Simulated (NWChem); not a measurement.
System: C2H7FOSi; SMILES COC[SiH2]F

```xyz
12

C      0.5345    -2.3077     0.4036
O     -0.2070    -1.5279    -0.4867
C     -0.7725    -0.3681     0.0904
Si     0.3890     1.0789    -0.2721
F     -0.1231     2.4082     0.5228
H     -0.0989    -2.7155     1.2163
H      1.3681    -1.7475     0.8701
H      0.9584    -3.1485    -0.1632
H     -1.7538    -0.1923    -0.3830
H     -0.9681    -0.4935     1.1731
H      0.3898     1.3848    -1.7288
H      1.7712     0.7681     0.1905
```
Atoms are numbered in this order, from 1.

All runs: NWChem. Pople sets run with spherical d functions. All runs use the structure optimised with PBE0/def2-SVP. Not confirmed as a minimum by frequencies. GIAO values for the isolated, static molecule; σ is the absolute isotropic shielding, δ = σ(reference) − σ with the isolated reference molecule computed at the same levels (13C: tetramethylsilane, 19F: trichlorofluoromethane, 1H: tetramethylsilane, 29Si: tetramethylsilane).

For level B3LYP/6-31G*:

```yaml
"δ C3 (ppm)": 54.9
"δ Si4 (ppm)": 5.8
"δ F5 (ppm)": -193.4
"δ H9 (ppm)": 3.62
```

Task: Estimate the same quantities for level PBE/pcSseg-1.

Result: The δ C3 (ppm) is 61.5. The δ Si4 (ppm) is -12.5 and the δ F5 (ppm) is -240.2. The δ H9 (ppm) comes out as 4.00.
